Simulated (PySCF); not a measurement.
## `C[C@@H]1S[C@@H]1[Si](F)(F)F`, C3H5F3SSi

Molfile (atoms numbered from 1):
```
C3H5F3SSi
     RDKit          3D

 13 13  0  0  0  0  0  0  0  0999 V2000
   -1.5446   -0.5278    0.2112 C   0  0  0  0  0  0  0  0  0  0  0  0
   -0.8855    0.8210    0.1531 C   0  0  2  0  0  0  0  0  0  0  0  0
   -0.5778    1.5451   -1.4704 S   0  0  0  0  0  0  0  0  0  0  0  0
    0.5641    0.9520   -0.1750 C   0  0  2  0  0  0  0  0  0  0  0  0
    1.6548   -0.5124   -0.5723 Si  0  0  0  0  0  4  0  0  0  0  0  0
    3.1497   -0.0620   -0.8385 F   0  0  0  0  0  0  0  0  0  0  0  0
    1.2357   -1.3736   -1.8314 F   0  0  0  0  0  0  0  0  0  0  0  0
    1.7277   -1.5660    0.6140 F   0  0  0  0  0  0  0  0  0  0  0  0
   -2.6241   -0.4226    0.1262 H   0  0  0  0  0  0  0  0  0  0  0  0
   -1.1942   -1.1632   -0.5993 H   0  0  0  0  0  0  0  0  0  0  0  0
   -1.3147   -1.0105    1.1603 H   0  0  0  0  0  0  0  0  0  0  0  0
   -1.2729    1.5395    0.8699 H   0  0  0  0  0  0  0  0  0  0  0  0
    1.0773    1.7810    0.3058 H   0  0  0  0  0  0  0  0  0  0  0  0
  1  2  1  0
  2  3  1  0
  3  4  1  0
  4  5  1  0
  5  6  1  0
  5  7  1  0
  5  8  1  0
  4  2  1  0
  1  9  1  0
  1 10  1  0
  1 11  1  0
  2 12  1  1
  4 13  1  1
M  END
```

The calculation used PySCF 2.14.0, TDDFT B3LYP/def2-SVPD circular dichroism and optical rotation, one conformer, gas phase. Geometry: GFN2-xTB.

States above about 6.9 eV (minus the energy of the highest occupied orbital) lie near or above the ionisation threshold and depend on the basis.

Problem. Draw the ECD and absorption spectra from the lowest 12 states, each a Gaussian of half-width 0.35 eV at 1/e height.

Solution. 
| E (eV) | λ (nm) | Δε (L mol⁻¹ cm⁻¹) | ε (L mol⁻¹ cm⁻¹) |
| --- | --- | --- | --- |
| 3.98 | 311 | -0.27 | 11.4 |
| 4.13 | 300 | -0.78 | 32.3 |
| 4.28 | 290 | -1.52 | 63.4 |
| 4.43 | 280 | -2.07 | 86.1 |
| 4.58 | 271 | -1.94 | 81 |
| 4.73 | 262 | -1.27 | 52.8 |
| 4.88 | 254 | -0.57 | 24 |
| 5.03 | 246 | -0.16 | 9.34 |
| 5.18 | 239 | +0.10 | 15.1 |
| 5.33 | 233 | +0.64 | 68.2 |
| 5.48 | 226 | +2.14 | 244 |
| 5.63 | 220 | +5.05 | 623 |
| 5.78 | 214 | +8.50 | 1130 |
| 5.93 | 209 | +10.31 | 1490 |
| 6.08 | 204 | +9.25 | 1500 |
| 6.23 | 199 | +6.40 | 1330 |
| 6.38 | 194 | +2.97 | 1270 |
| 6.53 | 190 | -1.49 | 1400 |
| 6.68 | 186 | -7.38 | 1640 |
| 6.83 | 181 | -13.64 | 1930 |
| 6.98 | 178 | -18.38 | 2180 |
| 7.13 | 174 | -19.63 | 2360 |
| 7.28 | 170 | -16.97 | 2780 |
| 7.43 | 167 | -13.07 | 4010 |
| 7.58 | 164 | -10.82 | 5940 |
| 7.73 | 160 | -10.36 | 7410 |
| 7.88 | 157 | -10.16 | 7300 |

Δε uses R in velocity form, ε uses f in length form. Only the states computed contribute, so the short-wavelength end is incomplete.

The sign of the CD band at 155 nm isn't settled: the length form gives the opposite one.
